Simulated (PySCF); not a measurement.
## Dipole moment and polarisability across levels of theory

CH₉NOSi₂.
InChI=1S/CH9NOSi2/c1-5(2)3-4/h5H,2H2,1,4H3/t5-/m1/s1

PySCF, dipoles from the SCF density, polarisabilities from static response with core orbitals frozen. The structure is a single PBE0-D3(BJ)/def2-SVP conformer in the gas phase; no vibrational or solvent corrections.

Problem. Compare the levels for these properties.

Solution. 

```csv
level,μ (D),α (au),anisotropy (au)
LDA/def2-SVPD,1.521,82.24,14.92
PBE/def2-SVPD,1.487,80.49,14.57
B3LYP/def2-SVPD,1.460,77.12,12.20
PBE0/def2-SVPD,1.483,76.55,12.32
BHandHLYP/def2-SVPD,1.466,73.39,10.27
CAM-B3LYP/def2-SVPD,1.469,75.83,11.33
wB97X-D/def2-SVPD,1.478,75.88,11.67
LC-wPBE/def2-SVPD,1.491,74.19,11.13
HF/def2-SVPD,1.482,69.37,8.15
PBE0/6-31G*,1.715,60.18,9.38
```

The anisotropy is √(½[(α1 − α2)² + (α2 − α3)² + (α3 − α1)²]). The dipole runs from 1.46 D (B3LYP/def2-SVPD) to 1.71 D (PBE0/6-31G*). In one basis (def2-SVPD) the functionals order the polarisability from HF (lowest) to LDA (highest), a spread of 19%. With PBE0 the polarisability is 60.18 au without diffuse functions (6-31G*) and 76.55 au with them (def2-SVPD).

Without π bonds the low states are Rydberg-like; a valence basis with one diffuse set may place them up to an eV too high.
